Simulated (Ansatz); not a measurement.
Basis-set extrapolation for C3H8Al (`[CH2][Al]([CH3])[CH3]`) radical (PBE0-D4/def2-TZVP geometry, frozen core, Ansatz 0.2.0). Multiplicity 2, UHF reference.

|  | def2-TZVPP | def2-QZVPP |
| --- | --- | --- |
| HF | -360.207859 | -360.220749 |
| MP2 correlation | -0.581605 | -0.619541 |
| CCSD(T) correlation | -0.657658 | not run |

Energies in hartree. Use E(X) = E(∞) + A·exp(−7.88·√X) for Hartree–Fock and E(X) = E(∞) + B·X^(−2.97) for correlation, with X = 3 and 4, and add CCSD(T) minus MP2 of the smaller set to the MP2 limit.

Task: What is the CCSD(T) energy at the basis-set limit?

Result: HF limit: -360.220749 + (-0.012890) × 0.13774 = -360.22252. MP2 limit: -0.619541 + (-0.037936) × 0.74074 = -0.64764. Higher-order term: -0.657658 − (-0.581605) = -0.07605. Total: -360.94621 hartree, 211.9 kJ/mol below CCSD(T)/def2-TZVPP.
